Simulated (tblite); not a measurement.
Species: germane, GeH4.
InChI=1S/GeH4/h1H4

Method: GFN2-xTB as coded in tblite; computed harmonic values from a numerical Hessian at the method's own geometry, unscaled. This tight-binding method is rough: wavenumbers can miss measured ones by several per cent, in bad cases by 10 to 20. Modes of hydrogen on germanium can be 10 to 20 % off.

Harmonic wavenumbers (cm⁻¹): 765.5, 765.8, 766.3, 913.0, 913.8, 2057.6, 2165.5, 2166.6, 2167.5.

A = 85603, B = 85548, C = 85511 MHz; mass 77.952 u (most abundant isotopes); point group Td, symmetry number 12.

Task: What is the zero-point energy?

Result: Half the sum of the wavenumbers: 6341 cm⁻¹ = 18.13 kcal/mol.

Task: Give the ideal-gas entropy at 273.15 K and 1 bar in the rigid-rotor, harmonic-oscillator model (classical rotation).

Result: Translation 38.57, rotation 11.69, vibration 0.73: S = 51.0 cal/(mol K).

Task: And Cp and H(273.15 K) − H(0)?

Result: Cp = 10.50 cal/(mol K), of which vibrations give 2.55 (their classical limit is 9 R = 17.9); H(273.15 K) − H(0) = 2.33 kcal/mol without the zero-point energy, 0.16 from vibrations.

Task: What must be added to the electronic energy to get the Gibbs energy at 273.15 K and 1 bar?

Result: ZPE + [H(273.15 K) − H(0)] − T·S = 18.13 + 2.33 − 13.93 = 6.53 kcal/mol.

Task: Which modes carry the vibrational entropy at 273.15 K?

Result: 765.5 cm⁻¹: 0.18; 765.8 cm⁻¹: 0.18; 766.3 cm⁻¹: 0.18; 913.0 cm⁻¹: 0.09; 913.8 cm⁻¹: 0.09; 2057.6 cm⁻¹: 0.00 cal/(mol K); the other 3 give 0.00 together.

Task: How do the functions run with temperature in this model?

Result: 
| T (K) | S (cal/(mol K)) | Cp (cal/(mol K)) | H − H(0) (kcal/mol) | G − H(0) (kcal/mol) | ln q(vib) |
| --- | --- | --- | --- | --- | --- |
| 150 | 45.5 | 8.2 | 1.20 | -5.63 | 0.00 |
| 250 | 50.1 | 10.0 | 2.10 | -10.43 | 0.05 |
| 298.15 | 51.9 | 11.1 | 2.60 | -12.88 | 0.10 |
| 400 | 55.5 | 13.2 | 3.84 | -18.36 | 0.28 |
| 600 | 61.5 | 16.4 | 6.82 | -30.07 | 0.78 |
| 900 | 68.8 | 19.8 | 12.30 | -49.66 | 1.71 |

q(vib) and H(0) count from the zero-point level.
